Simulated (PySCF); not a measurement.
A side-by-side comparison of computed properties.

First species: C8H9F.
Cartesian coordinates in Å at the GFN2-xTB level; atoms count from 1:
```xyz
18
C8H9F angstrom
C      2.5835   -0.4083   -0.0888
C      1.9147    0.5265   -0.7493
C      0.5102    0.8770   -0.5371
C      0.0589    2.0959   -0.8654
C     -0.4014   -0.0988    0.0251
C     -0.4242   -1.4328    0.1772
C     -1.7478   -1.4264    0.8871
F     -2.7687   -2.1224    0.2820
C     -1.7701    0.1018    0.6425
H      2.1230   -1.0069    0.6775
H      3.6270   -0.5926   -0.2797
H      2.4288    1.1372   -1.4806
H      0.7052    2.8368   -1.3038
H     -0.9645    2.3842   -0.7014
H      0.2169   -2.2452   -0.1055
H     -1.7383   -1.7433    1.9351
H     -2.5460    0.3977   -0.0600
H     -1.8160    0.7257    1.5333
```

Second species: C5H10O3Si.
InChI=1S/C5H10O3Si/c1-3-8-9-4-5(6)7-2/h3H,1,4,9H2,2H3

Levels: PBE0/pcSseg-1 for HOMO energy, LUMO energy and HOMO–LUMO gap. Geometries: GFN2-xTB. Each species is one conformer at its optimised geometry, gas phase, non-relativistic unless stated. Electronic properties by PySCF.

Dipoles, sizes and rotational constants follow the conformer. The torsions of the flexible species, by atom-mapped SMILES:
- `[CH2:1]=[CH:2][C:3](=[CH2:4])[C:5]1=[CH:6][C@H:7]([F:8])[CH2:9]1`: C1–C2–C3–C4 156°, C2–C3–C5–C6 -19°

The conformers of `C=CO[SiH2]CC(=O)OC` aren't listed.

Values for the first species:

- HOMO energy: -6.79 eV
- LUMO energy: -1.41 eV
- HOMO–LUMO gap: 5.38 eV

(1) Estimate the same properties for the second species, and the change in each.

Results:

(1) 
```csv
property,first,second,second less first
HOMO energy,-6.79 eV,-7.19 eV,-0.40 eV
LUMO energy,-1.41 eV,0.14 eV,+1.55 eV
HOMO–LUMO gap,5.38 eV,7.33 eV,+1.95 eV
```

